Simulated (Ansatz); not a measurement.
```yaml
crystal:
  periodic: [false, false, false]
  atoms:
    - {symbol: Si, position_ang: [-3.886575, 1.932956, -0.275912]}
    - {symbol: Si, position_ang: [-1.386293, -3.159389, 2.754769]}
    - {symbol: Si, position_ang: [1.680507, -3.431049, -0.367575]}
    - {symbol: Si, position_ang: [-1.062614, 2.082599, -2.977626]}
    - {symbol: Si, position_ang: [1.601633, -0.672439, -2.971103]}
    - {symbol: Si, position_ang: [-1.083289, -0.677055, -0.271214]}
    - {symbol: Si, position_ang: [-1.135209, 1.884805, 2.529726]}
    - {symbol: Si, position_ang: [1.640751, -0.700171, 2.414774]}
    - {symbol: Si, position_ang: [1.628300, 2.055106, -0.249043]}
    - {symbol: Si, position_ang: [4.343703, -0.685929, -0.256909]}
    - {symbol: Si, position_ang: [-2.529188, -1.884051, 1.137413]}
    - {symbol: Si, position_ang: [-2.415818, 0.700041, -1.639041]}
    - {symbol: Si, position_ang: [-2.753401, 3.159674, 1.387499]}
    - {symbol: Si, position_ang: [0.247804, -2.055223, -1.628255]}
    - {symbol: Si, position_ang: [0.278398, -1.932962, 3.886390]}
    - {symbol: Si, position_ang: [2.978311, -2.082827, 1.060632]}
    - {symbol: Si, position_ang: [0.253778, 0.685419, -4.343839]}
    - {symbol: Si, position_ang: [0.366949, 3.430797, -1.681316]}
    - {symbol: Si, position_ang: [2.970119, 0.672129, -1.603698]}
    - {symbol: Si, position_ang: [0.272193, 0.677132, 1.083200]}
    - {symbol: H, position_ang: [-4.697794, 2.882449, -1.124289]}
    - {symbol: H, position_ang: [-4.843303, 0.979083, 0.395478]}
    - {symbol: H, position_ang: [-2.379895, -3.680485, 3.765651]}
    - {symbol: H, position_ang: [-0.749276, -4.346828, 2.080412]}
    - {symbol: H, position_ang: [2.605108, -4.162190, -1.311791]}
    - {symbol: H, position_ang: [0.908245, -4.458933, 0.418775]}
    - {symbol: H, position_ang: [-1.939991, 2.960375, -3.840941]}
    - {symbol: H, position_ang: [2.491856, -1.546595, -3.826212]}
    - {symbol: H, position_ang: [-1.845958, 0.890528, 3.414836]}
    - {symbol: H, position_ang: [-0.303350, 2.778723, 3.416925]}
    - {symbol: H, position_ang: [2.557788, 0.184119, 3.230575]}
    - {symbol: H, position_ang: [2.514611, 2.889169, 0.647248]}
    - {symbol: H, position_ang: [5.256903, -1.517920, -1.124853]}
    - {symbol: H, position_ang: [5.196902, 0.179087, 0.638690]}
    - {symbol: H, position_ang: [-3.417714, -2.777435, 0.306388]}
    - {symbol: H, position_ang: [-3.413056, -0.889210, 1.848935]}
    - {symbol: H, position_ang: [-3.232050, -0.184421, -2.555534]}
    - {symbol: H, position_ang: [-3.763371, 3.681385, 2.381713]}
    - {symbol: H, position_ang: [-2.079335, 4.346761, 0.749492]}
    - {symbol: H, position_ang: [-0.649251, -2.889208, -2.513868]}
    - {symbol: H, position_ang: [1.127213, -2.882498, 4.697100]}
    - {symbol: H, position_ang: [-0.392196, -0.978912, 4.843496]}
    - {symbol: H, position_ang: [3.842188, -2.960605, 1.937465]}
    - {symbol: H, position_ang: [-0.642525, -0.179775, -5.196120]}
    - {symbol: H, position_ang: [1.121006, 1.517151, -5.257954]}
    - {symbol: H, position_ang: [1.310799, 4.161032, -2.607009]}
    - {symbol: H, position_ang: [-0.418262, 4.459421, -0.908880]}
    - {symbol: H, position_ang: [3.824642, 1.546139, -2.494623]}
basis:
  gaussian: {orbitals: STO-3G, final_grid: {core_spheres: 5, valence_spheres: 4, degree: 11}}
magnetization: {spin_polarized: true, initial_magnetization: 2}
hamiltonian: {xc: {name: B97M-V}}
scf: {omitted_lower_state_checks: [starts]}
```

```sh
$ ansatz run in.yaml --threads 2 --pin off --events-out ev --progress --plain --max-ram 20480MiB --backend cuda --devices 0, --max-vram 18GiB
```

It prints (some lines left out):

```
Functional definition: B97M-V
2337 factors; integrals over basis functions are off by at most 3.5e-5 eV
mean field evaluation 1: about -156167.1415 eV, gradient 3.1e1 eV
mean field evaluation 2: about -156161.5238 eV, gradient 3.8e1 eV
mean field evaluation 4: about -156173.5394 eV, gradient 7.1e0 eV
mean field evaluation 8: about -156174.2969 eV, gradient 3.6e-1 eV
mean field evaluation 16: about -156174.0660 eV, gradient 1.0e-2 eV
mean field evaluation 32: about -156174.0661 eV, gradient 2.5e-2 eV
mean field -156174.06638304 eV, -5739.2910809926 hartree, gradient 4.8e-6 eV, S^2 2.001718; 2 other end points of the search recorded, 0 dependent functions left out
reference -156174.06669025 eV, -5739.2910922822 hartree; 155, 153 occupied and 53, 55 virtual orbitals, 2337 factors
Total energy: -156174.06669025 eV, -5739.2910922822 hartree
Checks for a lower state left out: starts
```

It took 20 s on 2 threads of AMD EPYC 7R13 on a shared host and a share (18 GiB) of an NVIDIA H100 80GB HBM3, peak host memory 0.97 GiB.
